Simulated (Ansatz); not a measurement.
Potential energy curve for LiNa, singlet.

Level of theory: restricted PBE/cc-pVTZ (Ansatz, a first-principles code).

The batch members p0 to p7 hold the bond at 2.33, 2.49, 2.64, 2.75, 2.82, 2.93, 3.01, 3.08 Å.

Ansatz input:

Ansatz 0.2 input:
```yaml
# input.yaml
basis:
  gaussian: { orbitals: cc-pvtz }
hamiltonian:
  xc: pbe
batch:
  members: [p0.yaml, p1.yaml, p2.yaml, p3.yaml, p4.yaml, p5.yaml, p6.yaml, p7.yaml]

# p4.yaml, one of the 8 members of this batch
crystal:
  periodic: [false, false, false]
  atoms:
    - { symbol: Li, position_ang: [0.0, 0.0, 0.0] }
    - { symbol: Na, position_ang: [0.0, 0.0, 2.82] }
total_charge: 0
magnetization:
  spin_polarized: false
```

Lines of the output on each member:

```
Member 0: Total energy: -4616.28533765 eV, -169.6453571281 hartree
Member 1: Total energy: -4616.44629313 eV, -169.6512721329 hartree
Member 2: Total energy: -4616.53669819 eV, -169.6545944576 hartree
Member 3: Total energy: -4616.57344758 eV, -169.6559449727 hartree
Member 4: Total energy: -4616.58610423 eV, -169.6564100961 hartree
Member 5: Total energy: -4616.59187761 eV, -169.6566222640 hartree
Member 6: Total energy: -4616.58691345 eV, -169.6564398344 hartree
Member 7: Total energy: -4616.57727405 eV, -169.6560855928 hartree
```

The restricted form behind RKS-PBE keeps the bonding electrons paired and can't separate into open-shell fragments.
